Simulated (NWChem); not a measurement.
Si2NH5ClF; SMILES F[Si@@H]([SiH2]N)Cl

```xyz
10

N      0.1766     2.9501     0.0748
Si    -0.6979     1.4710    -0.1860
Si     0.4266    -0.5193     0.3913
F      1.7827    -0.6799    -0.4814
Cl    -0.7883    -2.1645    -0.0182
H      0.3176     3.2903     1.0187
H      0.9753     3.1702    -0.5086
H     -1.0520     1.3811    -1.6268
H     -1.9275     1.5182     0.6499
H      0.8241    -0.6476     1.8194
```
Atoms are numbered in this order, from 1.

Level: B3LYP/6-31G* (spherical d) (NWChem), optimised geometry, unscaled harmonic frequencies. B3LYP is NWChem's, with the RPA form of VWN correlation.

Q: List the harmonic frequencies with IR intensities, and the thermochemistry.

A: 
```json
[
 {"frequency (cm⁻¹)": "46", "IR intensity (km/mol)": "0.8"},
 {"frequency (cm⁻¹)": "80", "IR intensity (km/mol)": "2.5"},
 {"frequency (cm⁻¹)": "165", "IR intensity (km/mol)": "13.0"},
 {"frequency (cm⁻¹)": "169", "IR intensity (km/mol)": "14.9"},
 {"frequency (cm⁻¹)": "191", "IR intensity (km/mol)": "10.5"},
 {"frequency (cm⁻¹)": "252", "IR intensity (km/mol)": "5.0"},
 {"frequency (cm⁻¹)": "398", "IR intensity (km/mol)": "79.3"},
 {"frequency (cm⁻¹)": "423", "IR intensity (km/mol)": "256.1"},
 {"frequency (cm⁻¹)": "487", "IR intensity (km/mol)": "10.9"},
 {"frequency (cm⁻¹)": "543", "IR intensity (km/mol)": "85.1"},
 {"frequency (cm⁻¹)": "711", "IR intensity (km/mol)": "43.8"},
 {"frequency (cm⁻¹)": "767", "IR intensity (km/mol)": "311.9"},
 {"frequency (cm⁻¹)": "831", "IR intensity (km/mol)": "4.8"},
 {"frequency (cm⁻¹)": "837", "IR intensity (km/mol)": "28.5"},
 {"frequency (cm⁻¹)": "883", "IR intensity (km/mol)": "77.8"},
 {"frequency (cm⁻¹)": "905", "IR intensity (km/mol)": "195.1"},
 {"frequency (cm⁻¹)": "923", "IR intensity (km/mol)": "31.4"},
 {"frequency (cm⁻¹)": "935", "IR intensity (km/mol)": "73.1"},
 {"frequency (cm⁻¹)": "1625", "IR intensity (km/mol)": "47.2"},
 {"frequency (cm⁻¹)": "2241", "IR intensity (km/mol)": "171.9"},
 {"frequency (cm⁻¹)": "2250", "IR intensity (km/mol)": "28.7"},
 {"frequency (cm⁻¹)": "2260", "IR intensity (km/mol)": "196.1"},
 {"frequency (cm⁻¹)": "3560", "IR intensity (km/mol)": "31.5"},
 {"frequency (cm⁻¹)": "3652", "IR intensity (km/mol)": "23.3"}
]
```

```yaml
zero_point_energy: 35.9 kcal/mol
thermal correction to the enthalpy at 298.15 K (with zero-point energy): 41.7 kcal/mol
heat capacity Cv: 27.3 cal/(mol K)
entropy at 298.15 K and 1 atm (symmetry number 1): 91.2 cal/(mol K)
dipole_moment: 3.17 D
```

Rigid rotor and harmonic oscillator; modes under 100 cm⁻¹ make the entropy uncertain.
